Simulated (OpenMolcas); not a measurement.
Sn2+: effect of the level shift or regulariser

| Quantity | Value |
| --- | --- |
| Program | OpenMolcas |
| Basis | ANO-RCC-VTZP [7s6p4d2f1g] |
| Scalar Hamiltonian | DKH2, point nucleus |
| Active space | 2 electrons in 4 orbitals (5s 5p) |
| State averaging | 2S+1 = 3 even, 3 roots; 2S+1 = 1 even, 7 roots; 2S+1 = 3 odd, 3 roots; 2S+1 = 1 odd, 3 roots |
| Spin-orbit coupling | RASSI with atomic mean-field integrals over the reference wave functions, term energies averaged over their components |

Methods on the same reference wave functions:
A. CASSCF
B. MS-CASPT2, IPEA 0.25 Eh, imaginary shift 0.1 Eh (closed shells correlated: 4d)
C. MS-CASPT2, IPEA 0.25 Eh, real shift 0.2 Eh (closed shells correlated: 4d)

Energies in cm⁻¹ above 5s² ¹S₀, the measured ground level; measured values from Moore, Atomic Energy Levels, vol. III, NSRDS-NBS 35 (1971 reprint of NBS Circular 467, 1958).

```json
{"Level": "5s² ¹S₀", "A": "0.0", "B": "0.0", "C": "0.0", "Measured": "0.0"}
{"Level": "5s 5p ³P°₀", "A": "48732", "B": "53910", "C": "53830", "Measured": "53548"}
{"Level": "5s 5p ³P°₁", "A": "50204", "B": "55330", "C": "55260", "Measured": "55196"}
{"Level": "5s 5p ³P°₂", "A": "53464", "B": "58640", "C": "58560", "Measured": "59229"}
{"Level": "5s 5p ¹P°₁", "A": "85113", "B": "79380", "C": "79420", "Measured": "79911"}
{"Level": "5p² ³P₀", "A": "123604", "B": "128290", "C": "128220", "Measured": "127308"}
{"Level": "5p² ³P₁", "A": "125636", "B": "130520", "C": "130450", "Measured": "130120"}
{"Level": "5p² ³P₂ [57 %]", "A": "128110", "B": "131700", "C": "131870", "Measured": "134567"}
{"Level": "5p² ¹D₂ [57 %]", "A": "137063", "B": "136000", "C": "136310", "Measured": "128205"}
{"Level": "5p² ¹S₀", "A": "156831", "B": "153230", "C": "153240", "Measured": ""}
```

Deviations, from unrounded energies. A percentage is the sum of absolute deviations over the sum of measured energies, with the sign that they share, or ± where signs differ.

```
           Against measurement  Levels     A     B     C
mean absolute deviation (cm-1)       8  5500  1700  1700
      other configurations (%)       8  ±5.8  ±1.8  ±1.8
```

B, C lie about equally close to measurement and A furthest from it. The largest miss of C in the table is 5p² ¹D₂ [57 %], by +8100 cm-1. The ranking rests on the paired levels alone, and a cruder setting can come out closer through cancelling errors.

Between B and C the level of the table that moves most is 5p² ¹D₂ [57 %], by 310 cm-1 (lowest in B, highest in C). Moves below CASPT2's spread within the term are not significant.

The mean deviations of B to C differ by less than CASPT2's widest spread within a term (810 cm-1), so their order carries little weight.

The lowest spin-free term lies below A's lowest term by 0.416 hartree in B, 0.415 hartree in C.

CASPT2 does not keep the components of a term degenerate, so their means are used; among the terms shown or strongly mixed into the levels shown the widest spread is 810 cm-1 (5p² ¹D, B). Over all roots computed the reference weight is 0.88 to 0.94 in B; the roots of lowest weight are the least certain, and an intruder state may touch them. Some levels mix across a computed gap that differs much from the measured one, so their mixing is not that of the real levels. The ¹D term of p² mixes with s d, which this space lacks. Measured partners are found by configuration, term and J. A level has none where our copy of the source lacks it or the pairing is in doubt (some pairs that miss far off the trend of their configuration count as doubtful), and it then counts in no deviation. Levels of configurations outside the active space are missing.

A share in square brackets marks a mixed level and gives the weight of the term that names it, the lowest over the columns. ° marks odd parity.
